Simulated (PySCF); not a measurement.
C5H5F, SMILES C=C=C/C=C/F. Atoms are numbered in the order given.

```xyz
11

C     -0.7751    -2.6384     0.0000
C      0.1321    -1.6964     0.0000
C      1.0434    -0.7431     0.0000
C      0.8026     0.7061     0.0000
C     -0.4015     1.2873     0.0000
F     -0.5427     2.6166     0.0000
H     -1.1718    -3.0533     0.9350
H     -1.1718    -3.0533    -0.9350
H      2.0963    -1.0511     0.0000
H      1.6801     1.3584     0.0000
H     -1.3581     0.7560     0.0000
```

Coordinates come from a B3LYP-D3(BJ)/def2-SVP optimisation. The structure was generated by enumeration; whether it is a known compound was not checked. Other conformers were not sampled.

The numbers are results of PBE/def2-TZVP (PySCF), not measurements.

Symmetry labels are those of the subgroup Cs that the program uses (full group Cs).

Computed valence orbital energies around the gap with their symmetry:
```csv
orbital,symmetry,energy (eV)
HOMO−7,A",-11.18
HOMO−6,A",-10.93
HOMO−5,A',-10.82
HOMO−4,A',-10.09
HOMO−3,A',-8.78
HOMO−2,A",-7.89
HOMO−1,A',-6.74
HOMO,A",-5.49
LUMO,A",-1.87
LUMO+1,A',-0.99
LUMO+2,A",0.82
LUMO+3,A',0.95
```
